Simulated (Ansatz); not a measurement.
`C[SiH2][O][ZnH]` + H–F → `[F][ZnH]` + `C[SiH2]O` at 400 K and 1 bar (ligand exchange at a Zn–O bond).

Program: Ansatz. Geometries: PBE0-D4/def2-TZVP. ΔE: electronic, gas phase. CCSD(T)/CBS is the MP2 limit (def2-TZVPP, def2-QZVPP) plus CCSD(T) − MP2 in def2-TZVPP, frozen cores. This one scheme is used for every species. For Zn outer-core shells are correlated without core-valence functions, which leaves a few kJ/mol of doubt a bond. Scalar relativity is left out up to krypton. One conformer a species, not always the lowest.

```
          species  CCSD(T)/CBS energy (Eh)  H − E (kJ/mol)  S (J/(mol·K))
`C[SiH2][O][ZnH]`              -2184.36423           202.1          395.6
              H–F               -100.39570            36.5          182.2
       `[F][ZnH]`              -1878.79355            36.6          246.9
       `C[SiH2]O`               -405.96945           203.1          323.7
```

H − E and S are ideal-gas, rigid-rotor, harmonic terms from PBE0-D4/def2-TZVP, for one conformer and one mirror image of each species. 1 Eh = 2625.50 kJ/mol, R = 8.31446 J/(mol·K).

By hand: ΔE, ΔH, ΔS and ΔG.

ΔE = (-1878.79355) + (-405.96945) − (-2184.36423) − (-100.39570) = -0.00307 Eh = -8.1 kJ/mol. Δ(H − E) = 36.6 + 203.1 − 202.1 − 36.5 = 1.1, so ΔH = -7.0 kJ/mol. ΔS = 246.9 + 323.7 − 395.6 − 182.2 = -7.2 J/(mol·K). ΔG = -7.0 − 400 × (-7.2)/1000 = -4.1 kJ/mol.

By hand: the equilibrium constant, and the temperature at which ΔG would vanish if ΔH and ΔS stayed fixed.

log₁₀ K = −ΔG/(RT ln 10) = 0.5. ΔG = 0 at ΔH/ΔS = 972 K, though so small a ΔH makes that figure unsure.

TΔS isn't small against ΔH here. The sign of ΔG lies within the doubt. A doubt of 5 kJ/mol in ΔE shifts log₁₀ K by 0.7 here. Other conformers and mirror images would add mixing entropy, several J/(mol·K) or more a flexible species. Modes under 60 cm⁻¹, often nearly free rotors, make the harmonic entropy too high. These are equilibria of isolated gas molecules and say nothing of rates. Largest T1 diagnostic: 0.018 (customary marks: 0.02 for closed shells, 0.045 for open ones).
